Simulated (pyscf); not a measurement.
Optimised with ωB97X-D3(BJ)/def2-SVPD in PySCF. Correlated levels are frozen-core, on RHF or UHF. ΔMP2 is the change of the MP2 total energy from the triple- to the quadruple-zeta basis.

Question: cyclic C₃H₃O- (SMILES [O-]C1=CC1) -> cyclic C₃H₃O- (SMILES [CH-]=C1CO1)
Surface: singlet. Broken: C–C. Formed: C–O. Give ΔE‡ and ΔE from CCSD(T)/def2-TZVPPD + ΔMP2(QZVPPD), relative to the reactant's lowest minimum found.

Answer: ΔE‡ = 62.9 kcal/mol, ΔE = +36.6 kcal/mol. Zero-point energy shifts the barrier by -1.5 kcal/mol. It is a group migration, with an imaginary mode of 863i cm⁻¹. cyclic C₃H₃O- (SMILES [CH-]=C1CO1) lies 40.2 kcal/mol over its isomer HC⁻=CH–CH=O, and others may lie lower still (electronic energy, ωB97M-D3(BJ)). This is the saddle that the search found; another between the same sides may lie lower. A restricted solution here is unstable towards spin polarisation, so biradical character is likely and single-reference numbers are less safe. The CCSD(T) − MP2 part came from Ansatz, without density fitting, on the same reference. The largest closed-shell T1 diagnostic is 0.039, which may signal static correlation.
